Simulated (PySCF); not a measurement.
Molecule: difluorogermane ([F][GeH2][F], F2GeH2).

Geometry:
```json
{"atom": "F1", "x (Å)": "-1.307", "y (Å)": "1.436", "z (Å)": "-0.081"}
{"atom": "Ge2", "x (Å)": "-0.053", "y (Å)": "0.247", "z (Å)": "-0.045"}
{"atom": "F3", "x (Å)": "1.422", "y (Å)": "1.144", "z (Å)": "-0.142"}
{"atom": "H4", "x (Å)": "-0.094", "y (Å)": "-0.439", "z (Å)": "1.320"}
{"atom": "H5", "x (Å)": "-0.171", "y (Å)": "-0.602", "z (Å)": "-1.310"}
```

Geometry PBE0-D3(BJ)/def2-SVP throughout; GIAO in PySCF 2.14, gas phase, one conformer, non-relativistic; equivalent atoms averaged; basis pcSseg-2.

For orientation, WP04 gives these shifts δ (against CFCl3, GeMe4, TMS at the same level): F1/F3 -178.5, Ge2 -54.6, H4/H5 5.37 ppm.

A run gave: F1/F3 -179.1, Ge2 -7.5, H4/H5 5.81 ppm (shifts δ (against CFCl3, GeMe4, TMS at the same level)).

Question: Which functional was used in that run?
A. HF
B. B97-2
C. CAM-B3LYP
D. BHandHLYP

Answer: B. Ge2 tells them apart best: B97-2 gives -7.5, BHandHLYP gives -23.1, CAM-B3LYP gives 4.4, HF gives -54.2 ppm.
